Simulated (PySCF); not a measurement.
One molecule, one basis, several functionals.

Species: TMS, C4H12Si.
SMILES: `C[Si](C)(C)C`

PySCF, STO-3G basis, density fitting, gas phase, GFN2-xTB geometry. One functional is left out:

```tsv
functional	exact exchange (%)	HOMO energy (eV)	LUMO energy (eV)
B97-D	0	-5.52	6.72
BLYP	0	-5.31	6.79
BP86	0	-5.51	6.69
OPBE	0	-5.55	6.92
B97-2	21	-6.62	7.97
mPW1PW91	25	-6.85	8.15
BHandHLYP	50	-8.07	9.61
```

Task: Predict the row of B3LYP (20 % exact exchange) by straight lines through the other rows, and check it.

Result: 
```
        property   line  computed  computed − line  B97-2 (21 %), for comparison
HOMO energy (eV)  -6.53     -6.58            -0.05                         -6.62
LUMO energy (eV)   7.90      7.76            -0.14                          7.97
```

---

Does the answer move with the share of exact exchange?

CFCl3.
InChI=1S/CCl3F/c2-1(3,4)5

PySCF, cc-pVTZ basis, density fitting, gas phase, GFN2-xTB geometry. One functional is left out:

```
functional  exact exchange (%)  HOMO energy (eV)  LUMO energy (eV)  dipole moment (D)
   HCTH407                   0             -7.89             -2.47              0.204
      OLYP                   0             -7.53             -2.14              0.178
    revPBE                   0             -7.60             -2.22              0.182
     B97-2                  21             -8.88             -1.35              0.287
 BHandHLYP                  50            -10.47             -0.09              0.412
```

Q: Predict the row of mPW1PW91 (25 % exact exchange) by straight lines through the other rows, and check it.

A: 
```tsv
property	line	computed	computed − line	B97-2 (21 %), for comparison
HOMO energy (eV)	-9.08	-9.17	-0.09	-8.88
LUMO energy (eV)	-1.18	-1.27	-0.09	-1.35
dipole moment (D)	0.301	0.308	+0.007	0.287
```
